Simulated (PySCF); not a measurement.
# Zr: excitation energy

Zr [Kr] 4d2 5s2 (3F) → Zr [Kr] 4d2 5s1 6s1 (5F), as a difference of total energies. All numbers are calculated (PySCF 2.14, a scalar-relativistic core potential, in aug-cc-pVTZ-PP with one added diffuse shell each of s, p, d, f, g type with ECP28MDF (7s7p6d4f3g, 113 functions)). Correlated levels: valence: 4s2 4p6 frozen. The calculations carry no spin-orbit coupling.

| method | excitation energy (cm⁻¹) |
| --- | --- |
| UHF | 24854 |
| LDA | 34736 |
| PBE | 32411 |
| PBE0 | 31593 |
| r2SCAN | 30936 |
| BP86 | 33670 |
| MN15 | 38169 |
| MP2 (valence) | 31729 |
| SCS-MP2 (valence) | 33719 |

The promoted electron is Rydberg-like, and one or two diffuse shells describe it only roughly, which tends to raise the upper state.
